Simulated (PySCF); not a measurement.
Compound: CH₆O₂SiTe.
Cartesian coordinates in Å at the PBE0-D3(BJ)/def2-SVP level; atoms count from 1:
```xyz
11
CH6O2SiTe angstrom
C     -1.8158   -0.4149    0.2210
O     -0.9559    0.6393   -0.1164
Si     0.6475    0.7507    0.2676
O      1.1997    2.2548   -0.1137
Te     1.7779   -1.0454   -1.0752
H     -1.9472   -0.5013    1.3145
H     -2.8012   -0.2214   -0.2278
H     -1.4494   -1.3869   -0.1564
H      0.8928    0.5766    1.7223
H      1.3085    2.4446   -1.0512
H      3.1765   -0.8535   -0.1932
```

Theory: PySCF 2.14.0, PBE0-D3(BJ)/def2-SVP geometry optimisation, gas phase, def2 core potentials past Kr.

Q: Which atoms are bound to Te5, and at what distances?

A: 2 atoms: H11 1.665 Å, Si3 2.511 Å. The nearest atom not counted as bound is O2, at 3.35 Å (others tie with it).

Q: What is the shape at Te5?

A: Bent: angle 90.7°.

Q: What are the other bond lengths?

A: C1–O2 1.402 Å; O2–Si3 1.652 Å; Si3–O4 1.647 Å; C1–H6, C1–H7, C1–H8 1.103 Å; Si3–H9 1.485 Å; O4–H10 0.963 Å.

Q: Give some angles away from the centre.

A: C1–O2–Si3 126.2°, O2–Si3–O4 109.5°, O2–Si3–Te5 105.3°, O4–Si3–Te5 112.2°.

Q: What are the rotational constants (commonest isotopes, rigid rotor)?

A: A = 3063, B = 1182, C = 898.2 MHz: an asymmetric top.

Point group: C1 (no symmetry element, even within 0.4 Å). Charge 0, singlet. Not checked by PBE0-D3(BJ)/def2-SVP frequencies.

One conformer stands for the species.
